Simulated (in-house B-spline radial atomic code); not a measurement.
Binding energies in Ce²⁺

NIST's tabulated ground configuration is [Xe] 4f2; each binding energy is the energy of the ion with one electron taken from that subshell, relaxed, less that of the parent. Method: Dirac-Hartree-Fock, average of configuration, Fermi nucleus of rms radius 4.8771 fm. Calculated with a B-spline radial code for spherical atoms. Energies include first-order Breit, QED and recoil terms.

```csv
subshell,X-ray name,binding energy (eV),-ε (eV),relaxation (eV)
1s,K,40457,40684.6,71.5
2p1/2,L2,6180.5,6240.3,43.0
2p3/2,L3,5739.3,5792.2,41.3
3s,M1,1454.8,1476.5,18.7
3p1/2,M2,1290.1,1312.2,19.3
3p3/2,M3,1201.7,1222.0,18.6
3d3/2,M4,917,938.2,20.4
3d5/2,M5,898.6,919.1,20.1
4s,N1,314.8,322.6,7.2
4p1/2,N2,251.9,259.4,7.0
4p3/2,N3,233.2,240.0,6.6
4d3/2,N4,128.4,134.4,6.0
4d5/2,N5,125.2,131.0,5.9
5s,O1,58.37,59.50,1.04
5p1/2,O2,39.5,40.43,0.87
5p3/2,O3,36.86,37.65,0.77
4f,"N6,7",17.23,20.11,3.00
```

Relaxation = -ε minus the binding energy without Breit, QED and recoil terms.

Emission lines follow as differences of binding energies, with λ = 12398.42 eV·Å / E:

```csv
line,holes,energy (eV),wavelength (Å)
K-L3,1s → 2p3/2,34717.7,0.35712
K-L2,1s → 2p1/2,34276.5,0.36172
K-M3,1s → 3p3/2,39255.3,0.31584
L3-M5,2p3/2 → 3d5/2,4840.7,2.5613
L2-M4,2p1/2 → 3d3/2,5263.5,2.3555
L3-M1,2p3/2 → 3s,4284.5,2.8938
L2-N4,2p1/2 → 4d3/2,6052.1,2.0486
```

Problem. What screening constant σ does Moseley's law, E = (3/4)·13.6057 eV·(Z - σ)², need for K-L3?

Solution. σ = -0.33.

Moseley's non-relativistic formula needs a falling, then negative, screening constant for heavy elements, because relativity binds the 1s electron more strongly than the formula allows.

Problem. What does it cost to remove both a 4s and a 4p3/2 electron?

Solution. 568.29 eV, which is 20.35 eV more than the two single binding energies together.

Problem. What does it cost to remove both a 3p3/2 and a 5s electron?

Solution. 1275.6 eV, which is 15.49 eV more than the two single binding energies together.

Problem. What does it cost to remove both a 1s and a 5p1/2 electron?

Solution. 40511 eV, which is 14.84 eV more than the two single binding energies together.
